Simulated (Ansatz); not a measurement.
C2H4BN (`C#CBN`). Charge 0, multiplicity 1. The geometry is a stationary point of PBE0-D4/def2-TZVP. It is one conformer, not always the lowest.

```xyz
8

C     0.968    0.241    1.941
C     0.642    0.093    0.789
B     0.266   -0.098   -0.679
N    -1.067   -0.120   -1.064
H     1.258    0.372    2.958
H     1.114   -0.229   -1.512
H    -1.354   -0.243   -2.019
H    -1.827   -0.016   -0.414
```

(1) What is the dipole moment at ωB97M-V/def2-TZVPP? (Estimate.)

(2) And with PBE, r2SCAN, B3LYP? (Best estimate.)

(3) Give the Mulliken charges with ωB97M-V, PBE, r2SCAN in def2-TZVPP. (Best estimate.)

Answers

(1) Computed: 1.77 D, with components (-1.75, 0.00, -0.29) D in this frame, pointing from negative to positive charge.

(2) The calculation gave: PBE 1.87 D, r2SCAN 1.81 D, B3LYP 1.77 D.

(3) Computed: 
```
atom  ωB97M-V    PBE  r2SCAN
  C1    -0.05  -0.15   -0.13
  C2    -0.28  -0.17   -0.23
  B3    -0.03   0.01    0.08
  N4    -0.20  -0.24   -0.29
  H5     0.23   0.20    0.23
  H6     0.05  -0.01   -0.02
  H7     0.14   0.18    0.18
  H8     0.14   0.18    0.18
```

B3LYP here is the variant with VWN-RPA as its local correlation; programs differ in this.
